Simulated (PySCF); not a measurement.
C₂H₇NSi₂, SMILES N[Si@@H]1C=C[SiH2]1. Geometry optimised at PBE0-D3(BJ)/def2-SVP. The structure was generated by enumeration; whether it is a known compound was not checked. Other conformers were not sampled.

Computed equilibrium geometry at PBE0-D3(BJ)/def2-SVP (PySCF confirms it by a frequency run) as a Z-matrix (one conformer of several):
```
Si
N 1 1.7236
H 2 1.0123 1 121.62
H 2 1.0123 3 112.22 1 -158.00
H 1 1.4962 2 105.08 3 26.59
C 1 1.8961 5 112.06 2 134.72
C 6 1.3568 1 104.62 5 111.10
H 7 1.0986 6 123.24 1 -175.28
H 6 1.0996 7 122.80 8 2.05
Si 7 1.8916 8 131.28 6 179.15
H 10 1.4990 7 116.69 8 56.07
H 10 1.4996 11 107.08 7 128.25
```
